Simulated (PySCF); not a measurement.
Structure with atom numbers: `[N:1]#[C:2][C:3](=[O:4])[c:5]1[cH:6][cH:7][cH:8][cH:9][cH:10]1`. Hydrogens are named by the atom that carries them.

One conformer, fast rotation and ring inversion assumed for equivalent nuclei, relativity neglected, gas phase. Geometry from PBE0-D3(BJ)/def2-SVP; J couplings at B3LYP/pcJ-1 (without the spin–dipole term); σ from GIAO-PBE0/pcSseg-1; PySCF.

Shifts are taken against calculated references (same method and geometry level): TMS for $^{1}$H (σ = 31.27 ppm).

The spectrum was simulated from the full spin Hamiltonian at 200 MHz with 0.8 Hz Lorentzian lines, from shifts rounded to 0.01 ppm and J to 0.1 Hz, couplings under 1 Hz left out.

(1) List the maxima of its $^{1}$H spectrum with integrals.

(2) Summarise it as multiplets with assignments.

## Answers

(1) 
Maxima in Hz from TMS (height), grouped by integral:
2H: 1696.8 (16), 1695.1 (80), 1693.9 (93), 1692.5 (28), 1686.5 (98), 1685.2 (100), 1683.4 (16)
3H: 1580.7 (7), 1579.6 (14), 1578.4 (9), 1574.5 (10), 1571.4 (45), 1569.0 (16), 1564.8 (34), 1563.6 (56), 1562.2 (29), 1555.8 (75), 1555.0 (80), 1548.5 (37), 1547.2 (88), 1546.4 (75), 1539.7 (31), 1537.8 (31)

(2) $^{1}$H NMR (200 MHz, computed): δ 8.45 (m, 2H, H(C6)/H(C10)), 7.85 (m, 1H, H(C8)), 7.74 (m, 2H, H(C7)/H(C9)). These are first-order names; overlap and second-order distortion can hide them in the list.

Splittings below 1 Hz are ignored in the labels, and close J values are merged. Couplings among chemically equivalent protons are left out too, so labels in AA′BB′ or AA′XX′ sets are apparent multiplicities. Unscaled 3J(H,H) at this level run about 10 % above measured values.
